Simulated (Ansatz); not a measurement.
`[CH3][InH][CH2]F` + PH₃ → `[CH3][InH][PH2]` + `CF`  (ligand exchange at the In–C bond)

Program: Ansatz. Geometries: PBE0-D4/def2-TZVP. ΔE: electronic, gas phase. CBS: MP2 limit from def2 TZ/QZ plus the TZ coupled-cluster correction, frozen cores. This one scheme is used for every species. Functionals use def2-TZVPP. B3LYP here is the variant with VWN-RPA as its local correlation; programs differ in this. def2 core potentials past Kr. For In outer-core shells are correlated without core-valence functions, which leaves a few kJ/mol of doubt a bond. One conformer a species, not always the lowest.

```tsv
level	ΔE (kcal/mol)
PBE-D4	-22.6
B3LYP-D4	-22.3
B3LYP	-22.0
HF/def2-TZVPP	-24.0
HF/def2-QZVPP	-24.0
MP2/def2-QZVPP	-23.9
SCS-MP2/def2-QZVPP	-23.0
CCSD/CBS(def2)	-22.9
```

(1) What does CCSD(T)/CBS give? (Estimate.)

Largest T1 diagnostic among the species: 0.013.

Results:

(1) Computed: -22.9 kcal/mol. The listed levels differ from it by 0.3, 0.6, 0.9, -1.1, -1.1, -1.0, -0.1, 0.0 kcal/mol.

From PBE to PBE0 (25 % exact exchange), in def2-TZVPP and without D4, ΔE moves by −1.2 kcal/mol.
